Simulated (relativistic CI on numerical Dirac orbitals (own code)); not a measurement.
# Main line and satellite in the 2p photoemission of Ni+: a two-state model

Problem. An octahedral Ni+ site (d9) has Δ = 5.7, V(eg) = 2.55, 10Dq = 0.7, 10Dq(ligand) = 0.6 and a core-hole attraction U_cd = 7.5 eV. Δ is defined between configuration averages. Find the d count, the distance of the satellite and its intensity.

Working.
1. The hole has eg symmetry. Its energy is −0.6 × 10Dq in d9 and Δ − 0.6 × 10Dq(ligand) in d10L, so the gap is Δ' = 5.76 eV.
2. Ground state cos θ |d9⟩ − sin θ |d10L⟩ with tan 2θ = 2V/Δ', θ = 20.8°: weights 0.874 and 0.126, n_d = 9.126.
3. The core hole pulls d10L down by U_cd: the gap becomes Δ' − U_cd = -1.74 eV, the hopping is V' = 2.55 eV, and tan 2θ' = 2V'/(Δ' − U_cd) gives θ' = 54.4°.
4. The two final states lie W = √[(Δ' − U_cd)² + 4V'²] = 5.39 eV apart. The lower, mostly d10L, is the main line.
5. In the sudden approximation the intensities are cos²(θ' − θ) and sin²(θ' − θ), so satellite/main = tan²(33.7°) = 0.44.

Check. The full cluster calculation (with spin-orbit coupling and 2p-3d multiplets, which spread the d9 satellite) gives n_d = 9.125; in its broadened 2p3/2 spectrum, cut halfway, the centroids lie 5.80 eV apart with an area ratio of 0.46.
